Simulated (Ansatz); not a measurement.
C₅H₁₂O₃Si⁺, that is Si(vinyl)(OMe)3 with one electron fewer. Total charge 1; doublet. Geometry PBE-D4/def2-SVP, that of the neutral singlet; atoms count from 1.

```xyz
21

Si    0.1981    0.0268   -0.1169
C    -0.0895    0.5979   -1.8631
C    -0.2171   -0.2473   -2.9067
H    -0.1645    1.6857   -2.0521
H    -0.1490   -1.3391   -2.7637
H    -0.3875    0.1104   -3.9375
O     0.2171   -1.6375   -0.1775
C     0.5958   -2.4625    0.9114
H     1.5782   -2.1585    1.3348
H     0.6748   -3.5090    0.5518
H    -0.1566   -2.4334    1.7318
O    -0.9693    0.6446    0.9180
C    -2.3629    0.5484    0.6964
H    -2.6571    0.9012   -0.3192
H    -2.8878    1.1780    1.4447
H    -2.7302   -0.4973    0.8084
O     1.6431    0.5117    0.5566
C     1.9017    1.7621    1.1664
H     2.1362    2.5455    0.4096
H     2.7854    1.6592    1.8303
H     1.0408    2.1131    1.7766
```

**Question.** Estimate the Mulliken populations from the PBE0/def2-TZVP orbitals of Ansatz.

**Answer.** 
| atom | charge (e) | spin (α − β) |
| --- | --- | --- |
| Si1 | 0.70 | -0.07 |
| C2 | -0.21 | 0.17 |
| C3 | -0.13 | 0.23 |
| H4 | 0.19 | 0.00 |
| H5 | 0.20 | -0.01 |
| H6 | 0.20 | -0.01 |
| O7 | -0.26 | 0.18 |
| C8 | -0.25 | 0.00 |
| H9 | 0.17 | 0.02 |
| H10 | 0.18 | 0.00 |
| H11 | 0.17 | 0.03 |
| O12 | -0.27 | 0.15 |
| C13 | -0.25 | 0.00 |
| H14 | 0.15 | 0.01 |
| H15 | 0.18 | 0.01 |
| H16 | 0.17 | 0.02 |
| O17 | -0.24 | 0.21 |
| C18 | -0.24 | 0.01 |
| H19 | 0.18 | 0.04 |
| H20 | 0.18 | 0.01 |
| H21 | 0.17 | 0.01 |
Mulliken values depend strongly on the basis.

**Question.** Where does the spin sit?

**Answer.** Summed by element: Si -0.07, C 0.41, H 0.12, O 0.54, of 1 unpaired in all. Largest on single atoms: C3 0.23, O17 0.21, O7 0.18.

**Question.** And the Mayer bond orders between heavy atoms (over 0.3)?

**Answer.** Si1–C2 1.00 (1.86 Å); Si1–O7 1.17 (1.67 Å); Si1–O12 1.16 (1.68 Å); Si1–O17 1.16 (1.67 Å); C2–C3 1.65 (1.35 Å); O7–C8 0.92 (1.42 Å); O12–C13 0.93 (1.41 Å); O17–C18 0.92 (1.41 Å).
